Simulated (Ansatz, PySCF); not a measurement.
C2H5ClOSi, SMILES C=C[Si@H](O)Cl. Atoms are numbered in the order given.

```xyz
10

C      2.1970     1.2739    -0.2971
C      1.5463     0.1133    -0.4401
Si    -0.3084     0.0446    -0.4958
O     -0.9687     1.5006    -0.0637
Cl    -0.9062    -1.4494     0.8168
H      1.6563     2.2236    -0.2141
H      3.2905     1.3319    -0.2601
H      2.1252    -0.8153    -0.5231
H     -0.8660    -0.2782    -1.8295
H     -0.8160     1.7967     0.8391
```
Charge 0, spin multiplicity 1.

The structure is a stationary point at PBE0-D3(BJ)/def2-SVP. The structure was generated by enumeration; whether it is a known compound was not checked. One conformer was computed; it need not be the lowest.

Two levels are set side by side: PBE-D3(BJ)/def2-SVP (Ansatz, a quantum-chemistry and plane-wave program) and PBE0-D3(BJ)/def2-SVP (Ansatz). Each level has its own optimised geometry; the coordinates shown are those of the second. Frequencies come from the Hessian of PySCF at each geometry. Differences are taken from unrounded values.

| quantity | PBE0-D3(BJ) | PBE-D3(BJ) | PBE-D3(BJ) minus PBE0-D3(BJ) |
|---|---|---|---|
| mean bond length (Å) | 1.407 | 1.418 | 0.011 |
| bond C1–C2 (Å) | 1.338 | 1.349 | 0.010 |
| bond C2–Si3 (Å) | 1.857 | 1.868 | 0.011 |
| bond Si3–O4 (Å) | 1.656 | 1.674 | 0.018 |
| bond Si3–Cl5 (Å) | 2.077 | 2.092 | 0.015 |
| bond C1–H6 (Å) | 1.096 | 1.104 | 0.008 |
| bond C1–H7 (Å) | 1.096 | 1.104 | 0.008 |
| bond C2–H8 (Å) | 1.097 | 1.106 | 0.008 |
| bond Si3–H9 (Å) | 1.481 | 1.493 | 0.012 |
| bond O4–H10 (Å) | 0.962 | 0.974 | 0.012 |
| highest harmonic wavenumber (cm⁻¹) | 3926 | 3755 | -171 |
| mean harmonic wavenumber (cm⁻¹) | 1239 | 1197 | -42 |
| zero-point energy (kcal/mol) | 42.52 | 41.07 | -1.44 |

Exact exchange shortens and stiffens bonds; PBE has none. Differences between two approximate levels are no errors against the true value.
